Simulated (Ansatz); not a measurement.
`[OH+]1[AlH2-][OH+][AlH2-]1`, relaxed with RKS PBE0-D4/def2-TZVP in the Gaussian-basis code of Ansatz from a GFN2-xTB geometry. The force threshold is 0.005 eV/Å; the program also tests the step.

Total charge 0; spin multiplicity 1.

Start:

```xyz
10

O     0.883    0.234   -0.802
Al   -0.709    1.088   -0.461
O    -0.881   -0.232    0.804
Al    0.709   -1.088    0.461
H     1.575    0.418   -1.436
H    -1.694    0.846   -1.618
H    -0.448    2.441    0.221
H    -1.573   -0.416    1.439
H     1.694   -0.851    1.617
H     0.443   -2.439   -0.224
```

Q: By how much does the energy fall, and how many steps does the optimiser take? (Best estimate.)

A: Ansatz gave: 15.87 kJ/mol, in 14 steps, 2 of them rejected.

Q: Which bonds change most? (An estimate is asked.)

A: The calculation gave: Al4–H10 from 1.538 to 1.585 Å; Al2–H7 from 1.538 to 1.585 Å; Al4–H9 from 1.538 to 1.585 Å.

Q: Give the relaxed structure. (Estimate.)

A: Computed: 
```xyz
10

O     0.928    0.298   -0.721
Al   -0.723    1.111   -0.471
O    -0.928   -0.298    0.721
Al    0.723   -1.111    0.471
H     1.325    0.191   -1.585
H    -1.581    0.958   -1.796
H    -0.650    2.470    0.343
H    -1.326   -0.191    1.585
H     1.581   -0.957    1.796
H     0.651   -2.470   -0.342
```
